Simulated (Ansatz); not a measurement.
Born–Oppenheimer molecular dynamics of CH2FSSi (6 atoms, charge -1, multiplicity 1). It starts at the highest image of a converged band. Of that band: Neighbouring images differ by up to 1.4 eV, so the band resolves the path poorly. A vibrational analysis at the climbing image gives one clearly imaginary mode, 889i cm⁻¹: a first-order saddle point.

Theory: RKS PBE-D4/def2-SVP (Ansatz).

| Quantity | Value |
| --- | --- |
| ensemble | NVE (velocity Verlet) |
| time step | 0.5 fs |
| steps asked | 200 |
| starting velocities drawn for | 100 K |
| seed | 7169 |

Frames 0.5 fs apart, positions in Å.

Velocities at 30.0 fs (Å/ps):

```
F 1.31 -0.56 -1.04
Si -0.18 -0.42 0.91
C -8.86 -2.64 -3.63
S 4.81 1.78 2.02
H -49.59 -20.66 -18.44
H -17.31 18.07 -8.10
```

```xyz
6
Properties=species:S:1:pos:R:3 time_fs=30.0 energy_less_start_eV=-0.269 T=621
F -0.751 -1.862 0.958
Si 0.304 -1.268 -0.256
C 0.724 0.443 0.308
S -0.925 0.653 -0.897
H -0.621 1.142 -2.187
H 0.214 0.612 1.305
6
Properties=species:S:1:pos:R:3 time_fs=30.5 energy_less_start_eV=-0.263 T=608
F -0.750 -1.862 0.957
Si 0.304 -1.269 -0.256
C 0.719 0.442 0.306
S -0.922 0.654 -0.896
H -0.645 1.132 -2.196
H 0.206 0.622 1.300
6
Properties=species:S:1:pos:R:3 time_fs=31.0 energy_less_start_eV=-0.256 T=595
F -0.750 -1.863 0.957
Si 0.304 -1.269 -0.255
C 0.715 0.441 0.304
S -0.920 0.655 -0.895
H -0.668 1.121 -2.203
H 0.197 0.632 1.295
6
Properties=species:S:1:pos:R:3 time_fs=31.5 energy_less_start_eV=-0.249 T=582
F -0.749 -1.863 0.956
Si 0.304 -1.269 -0.255
C 0.710 0.440 0.302
S -0.918 0.656 -0.894
H -0.690 1.110 -2.209
H 0.189 0.644 1.289
6
Properties=species:S:1:pos:R:3 time_fs=32.0 energy_less_start_eV=-0.243 T=570
F -0.749 -1.863 0.956
Si 0.304 -1.270 -0.254
C 0.705 0.439 0.299
S -0.915 0.657 -0.892
H -0.710 1.099 -2.213
H 0.181 0.656 1.283
6
Properties=species:S:1:pos:R:3 time_fs=32.5 energy_less_start_eV=-0.238 T=559
F -0.748 -1.864 0.955
Si 0.304 -1.270 -0.254
C 0.700 0.438 0.297
S -0.913 0.657 -0.891
H -0.729 1.089 -2.217
H 0.174 0.669 1.275
6
Properties=species:S:1:pos:R:3 time_fs=33.0 energy_less_start_eV=-0.232 T=549
F -0.748 -1.865 0.955
Si 0.304 -1.270 -0.254
C 0.695 0.437 0.295
S -0.911 0.658 -0.890
H -0.746 1.078 -2.220
H 0.166 0.683 1.267
6
Properties=species:S:1:pos:R:3 time_fs=33.5 energy_less_start_eV=-0.228 T=541
F -0.747 -1.865 0.955
Si 0.304 -1.271 -0.253
C 0.690 0.437 0.292
S -0.908 0.659 -0.889
H -0.761 1.068 -2.222
H 0.160 0.698 1.258
6
Properties=species:S:1:pos:R:3 time_fs=34.0 energy_less_start_eV=-0.224 T=534
F -0.747 -1.866 0.954
Si 0.304 -1.272 -0.253
C 0.685 0.437 0.289
S -0.906 0.660 -0.887
H -0.774 1.058 -2.224
H 0.154 0.713 1.248
6
Properties=species:S:1:pos:R:3 time_fs=34.5 energy_less_start_eV=-0.222 T=529
F -0.746 -1.866 0.954
Si 0.304 -1.272 -0.253
C 0.680 0.436 0.286
S -0.904 0.661 -0.886
H -0.785 1.048 -2.225
H 0.148 0.729 1.238
6
Properties=species:S:1:pos:R:3 time_fs=35.0 energy_less_start_eV=-0.220 T=526
F -0.746 -1.867 0.953
Si 0.304 -1.273 -0.252
C 0.674 0.436 0.283
S -0.902 0.662 -0.884
H -0.795 1.039 -2.226
H 0.143 0.746 1.227
6
Properties=species:S:1:pos:R:3 time_fs=35.5 energy_less_start_eV=-0.220 T=526
F -0.745 -1.868 0.953
Si 0.304 -1.274 -0.252
C 0.669 0.437 0.280
S -0.899 0.662 -0.883
H -0.802 1.031 -2.227
H 0.138 0.764 1.216
```

Of the whole run (100 fs, mean temperature of the second half 922 K): The conserved energy stayed within 0.11 meV per atom of its start (net change -0.07 meV per atom), so the integration is sound. The system heated up, since it started high on the potential surface and ran downhill. A run of 0.1 ps of so small a system gives no equilibrium averages. The orbitals stay closed-shell, which can raise the energy where a bond breaks towards radicals; this wasn't checked here. Limits of this set-up: an anion without diffuse functions, the dipole of an ion depends on the origin.

The run took 5.6 min on 1 thread of Arm Neoverse V2 (shared host), peak memory 0.12 GiB.
